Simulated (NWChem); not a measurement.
System: C$_{2}$F$_{4}$O; SMILES O1C(F)(C1(F)F)F

The following NWChem deck was run.

```
start job
memory heap 200 mb stack 900 mb global 1100 mb
geometry units angstroms noautoz
  F     -1.091296     1.443664    -0.260329
  C      0.000000     0.725582    -0.006519
  F      1.091296     1.443664    -0.260329
  O      0.000000     0.000000     1.197755
  C      0.000000    -0.725582    -0.006519
  F      1.091296    -1.443664    -0.260329
  F     -1.091296    -1.443664    -0.260329
end
basis spherical
  F library def2-svp
  C library def2-svp
  O library def2-svp
end
dft
  xc xpbe96 cpbe96
  iterations 150
  mulliken
end
task dft energy
```

Parts of the log:

```
             Northwest Computational Chemistry Package (NWChem) 7.3.0
             --------------------------------------------------------

 C2V symmetry detected

                             Geometry "geometry" -> ""
                             -------------------------

 Output coordinates in angstroms (scale by  1.889725989 to convert to a.u.)

  No.       Tag          Charge          X              Y              Z
 ---- ---------------- ---------- -------------- -------------- --------------
    1 F                    9.0000    -1.09129600     1.44366400    -0.26268557
    2 C                    6.0000     0.00000000     0.72558200    -0.00887557
    3 F                    9.0000     1.09129600     1.44366400    -0.26268557
    4 O                    8.0000     0.00000000     0.00000000     1.19539843
    5 C                    6.0000     0.00000000    -0.72558200    -0.00887557
    6 F                    9.0000     1.09129600    -1.44366400    -0.26268557
    7 F                    9.0000    -1.09129600    -1.44366400    -0.26268557

 Effective nuclear repulsion energy (a.u.)     340.1975231757

      Symmetry information
      --------------------

 Group name             C2v
 Group number             16
 Group order               4
 No. of unique centers     3

  pbe96 is a nonlocal functional; adding pw91lda local functional.

                                 NWChem DFT Module
                                 -----------------

 Summary of "ao basis" -> "ao basis" (spherical)
 ------------------------------------------------------------------------------
       Tag                 Description            Shells   Functions and Types
 ---------------- ------------------------------  ------  ---------------------
 F                          def2-svp                 6       14   3s2p1d
 C                          def2-svp                 6       14   3s2p1d
 O                          def2-svp                 6       14   3s2p1d

      Symmetry analysis of basis
      --------------------------

        a1         31
        a2         19
        b1         21
        b2         27

            General Information
            -------------------
          SCF calculation type: DFT
          Wavefunction type:  closed shell.
          No. of atoms     :     7
          No. of electrons :    56
           Alpha electrons :    28
            Beta electrons :    28
          Charge           :     0
          Spin multiplicity:     1
          Use of symmetry is: on ; symmetry adaption is: on
          Maximum number of iterations: 150
          AO basis - number of functions:    98
                     number of shells:    42
          Convergence on energy requested:  1.00D-06
          Convergence on density requested:  1.00D-05
          Convergence on gradient requested:  5.00D-04

              XC Information
              --------------
          PerdewBurkeErnzerhof Exchange Functional  1.000
            Perdew 1991 LDA Correlation Functional  1.000 local
           PerdewBurkeErnz. Correlation Functional  1.000 non-local

             Grid Information
             ----------------
          Grid used for XC integration:  medium
          Radial quadrature: Mura-Knowles
          Angular quadrature: Lebedev.
          Tag              B.-S. Rad. Rad. Pts. Rad. Cut. Ang. Pts.
          ---              ---------- --------- --------- ---------
          F                   0.50       49           8.0       434
          C                   0.70       49           6.0       434
          O                   0.60       49           6.0       434
          Grid pruning is: on
          Number of quadrature shells:   147
          Spatial weights used:  Erf1

      Superposition of Atomic Density Guess
      -------------------------------------

 Sum of atomic energies:        -547.11082040

      Non-variational initial energy
      ------------------------------

 Total energy =    -549.547751
 1-e energy   =   -1438.442630
 2-e energy   =     548.697356
 HOMO         =      -0.313646
 LUMO         =       0.227156

      Symmetry analysis of molecular orbitals - initial
      -------------------------------------------------

  Numbering of irreducible representations:

     1 a1          2 a2          3 b1          4 b2

  Orbital symmetries:

     1 a1          2 b2          3 b1          4 a2          5 a1
     6 a1          7 b2          8 a1          9 b2         10 b1
    11 a2         12 a1         13 a1         14 b2         15 b1
    16 a1         17 a2         18 b2         19 a1         20 b2
    21 b1         22 a1         23 a2         24 b1         25 a2
    26 b2         27 b1         28 a1         29 b1         30 a1
    31 b2         32 a1         33 b2         34 b2         35 a2
    36 a1         37 a1         38 b2

     ---------------------------------------------
      Total Density - Mulliken Population Analysis
     ---------------------------------------------

    Atom       Charge   Shell Charges
 -----------   ------   -------------------------------------------------------
    1 F    9     9.38   1.99  1.14  0.76  3.44  2.04  0.00
    2 C    6     4.90   1.99  0.83  0.18  1.37  0.39  0.14
    3 F    9     9.38   1.99  1.14  0.76  3.44  2.04  0.00
    4 O    8     8.67   1.99  1.12  0.72  2.97  1.85  0.01
    5 C    6     4.90   1.99  0.83  0.18  1.37  0.39  0.14
    6 F    9     9.38   1.99  1.14  0.76  3.44  2.04  0.00
    7 F    9     9.38   1.99  1.14  0.76  3.44  2.04  0.00

   convergence    iter        energy       DeltaE   RMS-Dens  Diis-err
 ---------------- ----- ----------------- --------- --------- ---------
 d= 0,ls=0.0,diis     1   -549.5092375628 -8.90D+02  3.16D-02  2.84D+00
 d= 0,ls=0.0,diis     2   -548.7113498837  7.98D-01  1.92D-02  1.27D+01
 d= 0,ls=0.0,diis     3   -549.8101929503 -1.10D+00  3.07D-03  8.40D-02
 d= 0,ls=0.0,diis     4   -549.8116982576 -1.51D-03  1.93D-03  6.35D-02
 d= 0,ls=0.0,diis     5   -549.8164669851 -4.77D-03  6.42D-04  1.46D-02
  Resetting Diis
 d= 0,ls=0.0,diis     6   -549.8177003522 -1.23D-03  4.21D-05  2.02D-05
 d= 0,ls=0.0,diis     7   -549.8177022896 -1.94D-06  5.46D-06  1.53D-07
 d= 0,ls=0.0,diis     8   -549.8177022928 -3.27D-09  2.98D-06  1.18D-07

         Total DFT energy =     -549.817702292841
      One electron energy =    -1437.838244831284
           Coulomb energy =      608.533828402877
    Exchange-Corr. energy =      -60.710809040085
 Nuclear repulsion energy =      340.197523175650

 Numeric. integr. density =       56.000001863064

                  Occupations of the irreducible representations
                  ----------------------------------------------

                     irrep           alpha         beta
                     --------     --------     --------
                     a1               10.0         10.0
                     a2                5.0          5.0
                     b1                6.0          6.0
                     b2                7.0          7.0

                       DFT Final Molecular Orbital Analysis
                       ------------------------------------

 Vector   26  Occ=2.000000D+00  E=-3.746735D-01  Symmetry=a2
              MO Center= -1.8D-15,  3.0D-14, -2.6D-01, r^2= 3.7D+00
   Bfn.  Coefficient  Atom+Function         Bfn.  Coefficient  Atom+Function
  ----- ------------  ---------------      ----- ------------  ---------------
     4      0.260793  1 F  px                32      0.260793  3 F  px
    74     -0.260793  6 F  px                88     -0.260793  7 F  px
     5      0.237556  1 F  py                33     -0.237556  3 F  py
    75     -0.237556  6 F  py                89      0.237556  7 F  py
     7     -0.168914  1 F  px                35     -0.168914  3 F  px

 Vector   27  Occ=2.000000D+00  E=-3.211373D-01  Symmetry=b1
              MO Center= -5.8D-16, -4.3D-15,  7.4D-01, r^2= 1.9D+00
   Bfn.  Coefficient  Atom+Function         Bfn.  Coefficient  Atom+Function
  ----- ------------  ---------------      ----- ------------  ---------------
    46      0.566564  4 O  px                49      0.386302  4 O  px
     6     -0.142631  1 F  pz                34      0.142631  3 F  pz
    76      0.142631  6 F  pz                90     -0.142631  7 F  pz
     5      0.139818  1 F  py                33     -0.139818  3 F  py
    75      0.139818  6 F  py                89     -0.139818  7 F  py

 Vector   28  Occ=2.000000D+00  E=-2.942507D-01  Symmetry=a1
              MO Center= -1.1D-14,  2.1D-15,  1.3D-01, r^2= 2.4D+00
   Bfn.  Coefficient  Atom+Function         Bfn.  Coefficient  Atom+Function
  ----- ------------  ---------------      ----- ------------  ---------------
    48      0.347682  4 O  pz                51      0.271468  4 O  pz
    20     -0.243981  2 C  pz                62     -0.243981  5 C  pz
    19     -0.201835  2 C  py                61      0.201835  5 C  py
     6     -0.178568  1 F  pz                34     -0.178568  3 F  pz
    76     -0.178568  6 F  pz                90     -0.178568  7 F  pz

 Vector   29  Occ=0.000000D+00  E= 5.020158D-02  Symmetry=b1
              MO Center= -2.0D-14, -3.3D-15,  4.8D-02, r^2= 2.0D+00
   Bfn.  Coefficient  Atom+Function         Bfn.  Coefficient  Atom+Function
  ----- ------------  ---------------      ----- ------------  ---------------
    21      0.475225  2 C  px                63      0.475225  5 C  px
    18      0.463529  2 C  px                60      0.463529  5 C  px
    49     -0.335250  4 O  px                46     -0.292106  4 O  px
     3      0.277132  1 F  s                 31     -0.277132  3 F  s
    73     -0.277132  6 F  s                 87      0.277132  7 F  s

 Vector   30  Occ=0.000000D+00  E= 5.962463D-02  Symmetry=b2
              MO Center= -5.3D-16, -1.4D-14, -1.6D-01, r^2= 1.8D+00
   Bfn.  Coefficient  Atom+Function         Bfn.  Coefficient  Atom+Function
  ----- ------------  ---------------      ----- ------------  ---------------
    17      0.934408  2 C  s                 59     -0.934408  5 C  s
    20     -0.549745  2 C  pz                62      0.549745  5 C  pz
    23     -0.463729  2 C  pz                65      0.463729  5 C  pz
    22     -0.394048  2 C  py                64     -0.394048  5 C  py
    47      0.289928  4 O  py                50      0.265967  4 O  py

 Vector   31  Occ=0.000000D+00  E= 7.016762D-02  Symmetry=a1
              MO Center=  2.3D-14, -2.5D-14,  8.0D-02, r^2= 3.1D+00
   Bfn.  Coefficient  Atom+Function         Bfn.  Coefficient  Atom+Function
  ----- ------------  ---------------      ----- ------------  ---------------
    17      0.945053  2 C  s                 59      0.945053  5 C  s
     3     -0.418480  1 F  s                 31     -0.418480  3 F  s
    73     -0.418480  6 F  s                 87     -0.418480  7 F  s
    22      0.410012  2 C  py                64     -0.410012  5 C  py
    45     -0.357481  4 O  s                 19      0.297419  2 C  py

     ---------------------------------------------
      Total Density - Mulliken Population Analysis
     ---------------------------------------------

    Atom       Charge   Shell Charges
 -----------   ------   -------------------------------------------------------
    1 F    9     9.11   1.99  1.15  0.76  3.34  1.87  0.01
    2 C    6     5.68   1.98  0.93  0.10  1.99  0.50  0.18
    3 F    9     9.11   1.99  1.15  0.76  3.34  1.87  0.01
    4 O    8     8.21   1.99  1.13  0.72  2.81  1.55  0.02
    5 C    6     5.68   1.98  0.93  0.10  1.99  0.50  0.18
    6 F    9     9.11   1.99  1.15  0.76  3.34  1.87  0.01
    7 F    9     9.11   1.99  1.15  0.76  3.34  1.87  0.01

     -------------------------------------------
      Total Density - Lowdin Population Analysis
     -------------------------------------------

    Atom       Charge   Shell Charges
 -----------   ------   -------------------------------------------------------
    1 F    9     9.02   1.98  1.02  0.73  3.20  2.07  0.01
    2 C    6     5.92   1.96  0.59  0.29  1.79  0.93  0.37
    3 F    9     9.02   1.98  1.02  0.73  3.20  2.07  0.01
    4 O    8     8.08   1.97  0.96  0.62  2.67  1.82  0.04
    5 C    6     5.92   1.96  0.59  0.29  1.79  0.93  0.37
    6 F    9     9.02   1.98  1.02  0.73  3.20  2.07  0.01
    7 F    9     9.02   1.98  1.02  0.73  3.20  2.07  0.01

     Multipole analysis of the density
     ---------------------------------

     L   x y z        total         alpha         beta         nuclear
     -   - - -        -----         -----         ----         -------
     0   0 0 0      0.000000    -28.000000    -28.000000     56.000000

     1   1 0 0      0.000000      0.000000      0.000000      0.000000
     1   0 1 0      0.000000      0.000000      0.000000      0.000000
     1   0 0 1     -0.239312     -0.119656     -0.119656      0.000000

     2   2 0 0    -27.257627    -90.180595    -90.180595    153.103563
     2   1 1 0     -0.000000     -0.000000     -0.000000      0.000000
     2   1 0 1     -0.000000     -0.000000     -0.000000      0.000000
     2   0 2 0    -26.814103   -158.655803   -158.655803    290.497503
     2   0 1 1     -0.000000     -0.000000     -0.000000      0.000000
     2   0 0 2    -26.517772    -38.107955    -38.107955     49.698138
```

Level: PBE/def2-SVP. Coordinates come from a B3LYP/6-31G* (spherical d) optimisation.
